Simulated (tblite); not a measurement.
Species: C6H13OP.
Z-matrix (Å and degrees, GFN2-xTB geometry), rows numbered from 1:
```
C 
C   1  1.3211
P   2  1.8165  1  118.89
O   3  1.4671  2  114.26  1    -1.08
C   3  1.8483  2  104.02  1   123.35
C   5  1.5201  3  109.64  2  -176.83
C   3  1.8458  2  104.34  1  -125.81
C   7  1.5202  3  108.26  2    68.98
H   1  1.0786  2  123.27  3  -179.69
H   1  1.0790  2  119.40  3     0.24
H   2  1.0806  1  122.79  3   179.89
H   5  1.0901  3  110.70  2    59.44
H   5  1.0938  3  105.98  2   -57.96
H   6  1.0884  5  109.26  3    49.82
H   6  1.0882  5  110.95  3   -69.55
H   6  1.0884  5  110.99  3   169.79
H   7  1.0904  3  110.46  2   -53.59
H   7  1.0927  3  107.21  2  -172.07
H   8  1.0884  7  109.28  3    54.23
H   8  1.0884  7  111.26  3   174.46
H   8  1.0892  7  110.54  3   -64.58
```

Calculated harmonic vibrations of the isolated species, GFN2-xTB (tblite), most abundant isotopes, no scaling. The method is semi-empirical: single wavenumbers can be off by several per cent or more. One conformer, not necessarily the lowest.

Harmonic wavenumbers (cm⁻¹): 55.5, 70.6, 74.5, 134.9, 158.1, 170.4, 200.0, 209.2, 244.1, 271.1, 309.8, 388.0, 448.4, 547.7, 642.5, 708.5, 721.3, 768.5, 774.4, 909.2, 961.7, 962.7, 983.6, 1001.2, 1005.4, 1016.5, 1072.8, 1077.1, 1214.4, 1217.2, 1231.0, 1243.8, 1254.1, 1269.1, 1379.2, 1405.1, 1405.8, 1433.8, 1439.6, 1488.6, 1492.1, 1495.1, 1496.0, 1665.1, 2943.9, 2953.8, 2973.8, 2979.5, 3016.5, 3021.0, 3022.5, 3028.3, 3033.8, 3034.0, 3055.6, 3080.3, 3110.7.

A = 1993, B = 1440, C = 1078 MHz; mass 132.070 u (most abundant isotopes); point group C1, symmetry number 1.

**Question.** What is the zero-point energy?

**Answer.** Half the sum of the wavenumbers: 38636 cm⁻¹ = 110.47 kcal/mol.

**Question.** Give the ideal-gas entropy at 400 K and 1 bar in the rigid-rotor, harmonic-oscillator model (classical rotation).

**Answer.** Translation 42.03, rotation 29.91, vibration 45.94: S = 117.9 cal/(mol K).

**Question.** And Cp and H(400 K) − H(0)?

**Answer.** Cp = 52.04 cal/(mol K), of which vibrations give 44.09 (their classical limit is 57 R = 113.3); H(400 K) − H(0) = 12.52 kcal/mol without the zero-point energy, 9.34 from vibrations.

**Question.** How do the functions run with temperature in this model?

**Answer.** 
```tsv
T (K)	S (cal/(mol K))	Cp (cal/(mol K))	H − H(0) (kcal/mol)	G − H(0) (kcal/mol)	ln q(vib)
100	71.3	21.8	1.43	-5.69	2.00
200	89.6	31.9	4.14	-13.79	5.26
300	104.4	41.9	7.82	-23.51	8.38
500	130.5	61.0	18.19	-47.06	14.26
800	163.8	80.5	39.66	-91.36	22.49
1000	182.7	89.2	56.66	-126.04	27.56
```

q(vib) and H(0) count from the zero-point level.

**Question.** Which modes carry the vibrational entropy at 400 K?

**Answer.** 55.5 cm⁻¹: 5.19; 70.6 cm⁻¹: 4.72; 74.5 cm⁻¹: 4.61; 134.9 cm⁻¹: 3.44; 158.1 cm⁻¹: 3.14; 170.4 cm⁻¹: 2.99 cal/(mol K); the other 51 give 21.85 together.

Hindered rotation and anharmonicity are outside this model. Other conformers, if any are populated, would add a mixing term that is left out. The structure is chiral; the term R ln 2 for an equal mix with its mirror image is left out.
